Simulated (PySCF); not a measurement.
Cyclopentanemethanol, C6H12O.
Atom-mapped SMILES: `[OH:1][CH2:2][CH:3]1[CH2:4][CH2:5][CH2:6][CH2:7]1` (hydrogens: H8 on O1; H9, H10 on C2; H11 on C3; H12, H13 on C4; H14, H15 on C5; H16, H17 on C6; H18, H19 on C7)

Structure optimised with GFN2-xTB, isolated species.

List the bond lengths, angles and torsions at this level.

```json
{"bond": "O1–C2", "length (Å)": "1.408", "order": "single"}
{"bond": "C2–C3", "length (Å)": "1.529", "order": "single"}
{"bond": "C3–C4", "length (Å)": "1.533", "order": "single"}
{"bond": "C4–C5", "length (Å)": "1.524", "order": "single"}
{"bond": "C5–C6", "length (Å)": "1.528", "order": "single"}
{"bond": "C6–C7", "length (Å)": "1.538", "order": "single"}
{"bond": "C3–C7", "length (Å)": "1.542", "order": "single"}
{"bond": "O1–H8", "length (Å)": "0.964", "order": "single"}
{"bond": "C2–H9, C2–H10", "length (Å)": "1.097", "order": "single"}
{"bond": "C3–H11", "length (Å)": "1.097", "order": "single"}
{"bond": "C4–H12, C7–H19", "length (Å)": "1.091", "order": "single"}
{"bond": "C4–H13, C7–H18", "length (Å)": "1.089", "order": "single"}
{"bond": "C5–H14, C6–H17", "length (Å)": "1.090", "order": "single"}
{"bond": "C5–H15, C6–H16", "length (Å)": "1.090", "order": "single"}
```

Bonds in one row agree within 0.01 Å and their mean is given. Orders are formal, as drawn. A selection of angles:
```json
{"angle": "C2–O1–H8", "degrees": "108.6"}
{"angle": "O1–C2–C3", "degrees": "113.1"}
{"angle": "O1–C2–H9", "degrees": "105.3"}
{"angle": "O1–C2–H10", "degrees": "110.3"}
{"angle": "C3–C2–H9", "degrees": "110.2"}
{"angle": "H9–C2–H10", "degrees": "108.3"}
{"angle": "C2–C3–C4", "degrees": "113.0"}
{"angle": "C2–C3–H11", "degrees": "108.2"}
{"angle": "C4–C3–C7", "degrees": "104.9"}
{"angle": "C4–C3–H11", "degrees": "108.7"}
{"angle": "C3–C4–C5", "degrees": "103.4"}
{"angle": "C3–C4–H12", "degrees": "109.5"}
{"angle": "C3–C4–H13", "degrees": "112.5"}
{"angle": "C5–C4–H12", "degrees": "110.0"}
{"angle": "C5–C4–H13", "degrees": "113.1"}
{"angle": "H12–C4–H13", "degrees": "108.3"}
{"angle": "C4–C5–C6", "degrees": "102.9"}
{"angle": "C4–C5–H14", "degrees": "112.8"}
{"angle": "C4–C5–H15", "degrees": "109.9"}
{"angle": "C6–C5–H14", "degrees": "112.5"}
{"angle": "C6–C5–H15", "degrees": "110.3"}
{"angle": "H14–C5–H15", "degrees": "108.4"}
{"angle": "C5–C6–C7", "degrees": "105.1"}
{"angle": "C5–C6–H16", "degrees": "112.3"}
{"angle": "C5–C6–H17", "degrees": "109.4"}
{"angle": "C7–C6–H16", "degrees": "112.0"}
{"angle": "C7–C6–H17", "degrees": "110.1"}
{"angle": "C6–C7–H18", "degrees": "111.1"}
{"angle": "C6–C7–H19", "degrees": "110.8"}
{"angle": "C3–C7–C6", "degrees": "106.4"}
{"angle": "C3–C7–H19", "degrees": "110.5"}
```

Torsions: O1–C2–C3–C4 -60° (synclinal); C2–C3–C4–C5 -156° (antiperiplanar); C3–C4–C5–C6 42° (synclinal); C4–C5–C6–C7 -35° (synclinal); C5–C6–C7–C3 14° (synperiplanar); C2–C3–C7–C6 135° (anticlinal); H8–O1–C2–C3 -55° (synclinal). The mirror-image conformer, all signs reversed, is as good.

The 5-membered ring C3–C4–C5–C6–C7 has internal angles of 102.9° to 106.4°; it is puckered, 0.18 Å rms from its mean plane, widest ring torsion 42°. Of the pairs four or more bonds apart, H8···H11 is among the closest relative to their van der Waals radii: 2.43 Å, 101 % of the sum of Bondi's values.

Point group: C1 (no symmetry element, even within 0.4 Å). Not checked by GFN2-xTB frequencies. The numbers are those of one conformer (H–O1–C2–C3 -55°, O1–C2–C3–C4 -60°, C2–C3–C4–C5 -156°, C3–C4–C5–C6 42°, C4–C5–C6–C7 -35°, C5–C6–C7–C3 14°).

The numbers are calculated, not measured.
